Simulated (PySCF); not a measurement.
Electron correlation in Si (silicon, neutral)

[Ne] 3s1 3p2 3d1, one real determinant (an excited configuration). All numbers are calculated (PySCF 2.14, the spin-free X2C one-electron Hamiltonian (Gaussian nucleus), in x2c-QZVPPall with one added diffuse shell each of s, p, d, f type (10s7p5d3f1g, 86 functions)). Frozen: 1s2; 12 electrons correlated.

| level | correlation energy (mhartree) |
| --- | --- |
| CCSD | -207.45 |
| (T) | -5.02 |
| CCSD(T) | -212.47 |

Diagnostics: T1 = 0.022, D1 = 0.1049, largest double amplitude 0.236.

The real determinant used has ⟨L²⟩ near 8 against 12 for a pure F term, so it mixes terms. The outer electron is Rydberg-like, and this basis confines it to a smaller radius and binds it less than a complete one would. A double-excitation amplitude exceeds 0.15, a sign of near-degeneracy.

Cost of the coupled-cluster step: about 60 core-seconds, for 12 correlated electrons.

Iterations:

```
CC2 = 0
CCSD nocc = (np.int64(8), np.int64(4)), nmo = (85, 85)
frozen orbitals [[0], [0]]
max_cycle = 100
direct = 0
conv_tol = 1e-08
conv_tol_normt = 1e-06
diis_space = 8
diis_start_cycle = 0
Init t2, MP2 energy = -0.192178202561205
Init E_corr(UCCSD) = -0.192178202563595
cycle = 1  E_corr(UCCSD) = -0.199353441462535  dE = -0.0071752389  norm(t1,t2) = 0.0524852
cycle = 2  E_corr(UCCSD) = -0.202228878848139  dE = -0.00287543739  norm(t1,t2) = 0.0339596
cycle = 3  E_corr(UCCSD) = -0.203854928121291  dE = -0.00162604927  norm(t1,t2) = 0.0296837
cycle = 4  E_corr(UCCSD) = -0.204288539092445  dE = -0.000433610971  norm(t1,t2) = 0.0345545
cycle = 5  E_corr(UCCSD) = -0.204958251688222  dE = -0.000669712596  norm(t1,t2) = 0.02239
cycle = 6  E_corr(UCCSD) = -0.20588486105207  dE = -0.000926609364  norm(t1,t2) = 0.016235
cycle = 7  E_corr(UCCSD) = -0.207294340406798  dE = -0.00140947935  norm(t1,t2) = 0.0109958
cycle = 8  E_corr(UCCSD) = -0.20725553883301  dE = 3.88015738e-05  norm(t1,t2) = 0.0048635
cycle = 9  E_corr(UCCSD) = -0.207510616355622  dE = -0.000255077523  norm(t1,t2) = 0.00178077
cycle = 10  E_corr(UCCSD) = -0.207440424255047  dE = 7.01921006e-05  norm(t1,t2) = 0.000456217
cycle = 11  E_corr(UCCSD) = -0.207449138282992  dE = -8.71402794e-06  norm(t1,t2) = 0.00015419
cycle = 12  E_corr(UCCSD) = -0.207446995597082  dE = 2.14268591e-06  norm(t1,t2) = 0.00014683
cycle = 13  E_corr(UCCSD) = -0.207448266980266  dE = -1.27138318e-06  norm(t1,t2) = 6.0173e-05
cycle = 14  E_corr(UCCSD) = -0.207448861290658  dE = -5.94310392e-07  norm(t1,t2) = 4.73052e-06
cycle = 15  E_corr(UCCSD) = -0.207448904851934  dE = -4.35612756e-08  norm(t1,t2) = 1.04313e-06
cycle = 16  E_corr(UCCSD) = -0.207448913885486  dE = -9.03355232e-09  norm(t1,t2) = 4.43831e-07
UCCSD converged
E(UCCSD) = -289.2992338137861  E_corr = -0.2074489138854862
UCCSD(T) correction = -0.00502070710868272
```

The reference is one real determinant that mixes LS terms of this configuration.

This basis was not built for core-valence correlation, so the inner-shell part is incomplete.
